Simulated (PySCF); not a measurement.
C6H3F7O2.

```xyz
18

C      4.1918     0.3377     0.0000
C      2.9819    -0.2470     0.0000
F      2.8257    -1.5761     0.0000
C      1.7187     0.5506     0.0000
O      1.6648     1.7619     0.0000
O      0.6241    -0.2760     0.0000
C     -0.6388     0.3709     0.0000
C     -1.3698    -0.0128     1.2976
F     -1.5976    -1.3335     1.3838
F     -2.5505     0.6313     1.3767
F     -0.6121     0.3544     2.3517
C     -1.3698    -0.0128    -1.2976
F     -2.5505     0.6313    -1.3767
F     -1.5976    -1.3335    -1.3838
F     -0.6121     0.3544    -2.3517
H      4.2492     1.4337     0.0000
H      5.1084    -0.2676     0.0000
H     -0.5004     1.4728     0.0000
```
Charge 0, spin multiplicity 1.

Geometry optimised at PBE-D3(BJ)/def2-SVP. The values are those of a single conformer.

All values below come from PBE0/pcSseg-1 (PySCF). Non-relativistic, no solvent.

### Question
Give the absolute GIAO shielding of each atom: isotropic value and principal components (ppm). (Estimate from the structure and the level; the computed values follow.)

### Answer

```csv
atom,σ(iso),σ11,σ22,σ33,span
C1,64.6,-45.9,75.3,164.4,210.2
C2,20.6,-81.7,70.9,72.7,154.4
F3,289.6,198.0,289.7,381.0,182.9
C4,16.5,-86.3,65.5,70.2,156.5
O5,-82.5,-327.1,-234.1,313.7,640.9
O6,132.3,-35.7,208.3,224.3,260.1
C7,113.9,91.6,124.7,125.5,33.9
C8,53.5,46.4,55.2,58.7,12.4
F9,254.9,172.7,257.0,335.1,162.3
F10,249.9,165.4,252.4,331.9,166.5
F11,248.1,166.6,235.5,342.2,175.6
C12,53.5,46.4,55.2,58.7,12.4
F13,249.9,165.4,252.4,331.9,166.5
F14,254.9,172.7,257.0,335.1,162.3
F15,248.1,166.6,235.5,342.2,175.6
H16,24.6,22.1,22.9,28.9,6.7
H17,25.2,22.4,23.9,29.2,6.9
H18,25.3,23.1,25.1,27.8,4.8
```
